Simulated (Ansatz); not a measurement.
A run of Ansatz (development build ahead of 0.2.0) on doublet Sc at this shape:

A single Sc atom.

Its results:

```yaml
Converged: yes
Reference_energy: -752.01147 hartree
Correlation_energy: -0.04065 hartree
Total_energy: -752.05212 hartree
Spin_squared_of_the_determinant: 0.750
```

**Question.** Which input gives this output? Name the method, the orbitals and the basis set, and write the input.

**Answer.** ROHF-MP2 in STO-3G.

```yaml
crystal:
  periodic: [false, false, false]
  atoms:
    - { symbol: Sc, position_ang: [0.0, 0.0, 0.0] }
basis:
  gaussian: { orbitals: STO-3G }
magnetization:
  initial_magnetization: 1
hamiltonian:
  xc: hf
correlation:
  method: mp2
  frozen_orbitals: { Sc: 5 }
```
